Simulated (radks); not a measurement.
The numbers below are computed, except where a source is named.
Task: Level of theory: scalar-relativistic Kohn-Sham, LB94 model potential, spin-polarised, spherical densities, finite nucleus; open shells are filled with parallel spins first; Fermi nuclear charge, rms radius of each element as measured or else 0.836 A^(1/3) + 0.57 fm (a radial shooting solver on a logarithmic mesh with Libxc functionals). Response by self-consistent Sternheimer equations with the Hartree and adiabatic LDA kernel, the relativistic mass of each level held fixed and spin-orbit coupling left out. Rank Si5+, Si, Si3+, Si2+, Si+, Si4+, Si6+ (NIST ground configurations) by static dipole polarisability, largest first.

Result: Si 39.95, Si+ 18.15, Si2+ 10.65, Si3+ 6.276, Si4+ 0.1699, Si5+ 0.1425, Si6+ 0.1311 bohr^3.
